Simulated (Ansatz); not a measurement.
The same path of CH$_{6}$O$_{3}$Si (11 atoms, charge 0, multiplicity 1) was run 3 times with different band settings. The coordinate that changes most is the dihedral H6–O1–Si2–H7.

These are results of RKS PBE-D4/def2-SVP in Ansatz, not measurements.

Relaxed end points:

```xyz
11
Properties=species:S:1:pos:R:3
O -1.369 -0.245 1.277
Si -0.981 -0.656 -0.325
C 0.800 0.044 -0.475
O 0.600 1.455 -0.453
O 1.543 -0.411 0.640
H -1.397 0.723 1.397
H -1.939 -0.066 -1.325
H -1.003 -2.153 -0.377
H 1.385 -0.275 -1.369
H 1.485 1.866 -0.380
H 0.940 -0.337 1.412
```

```xyz
11
Properties=species:S:1:pos:R:3
O -1.232 -0.026 1.312
Si -0.971 -0.473 -0.303
C 0.860 0.077 -0.471
O 0.836 1.457 -0.790
O 1.506 -0.204 0.754
H -1.968 -0.456 1.779
H -1.915 0.223 -1.244
H -1.107 -1.966 -0.473
H 1.422 -0.510 -1.238
H 1.764 1.765 -0.763
H 0.870 0.056 1.457
```

Common settings: movable images 5; climbing image yes; optimiser quadratic models (default); start path through a guess of the saddle point; force threshold 0.05 eV/Å; iteration limit 60; end points relaxed.

| run | spring |
| --- | --- |
| 1 | 5.0 eV/Å² |
| 2 | 20.0 eV/Å² |
| 3 | 0.1 eV/Å² |

Q: What does each run give, and how far can it be trusted?

A: Run 1: converged after 15 iterations, highest image 0.027 eV above the first end. The top lies less than 8 meV above the higher end, about what the thresholds resolve: that end is a shoulder or a very shallow well. A vibrational analysis at the climbing image gives one clearly imaginary mode, 90i cm⁻¹: a first-order saddle point.
Run 2: converged after 12 iterations, highest image 0.027 eV above the first end. The top lies less than 8 meV above the higher end, about what the thresholds resolve: that end is a shoulder or a very shallow well. Another band between the same ends (5 images) ends at a top of the same energy, where a vibrational analysis finds 1 clearly imaginary mode.
Run 3: converged after 11 iterations, highest image 0.027 eV above the first end. The top lies less than 8 meV above the higher end, about what the thresholds resolve: that end is a shoulder or a very shallow well. Another band between the same ends (5 images) ends at a top of the same energy, where a vibrational analysis finds 1 clearly imaginary mode.
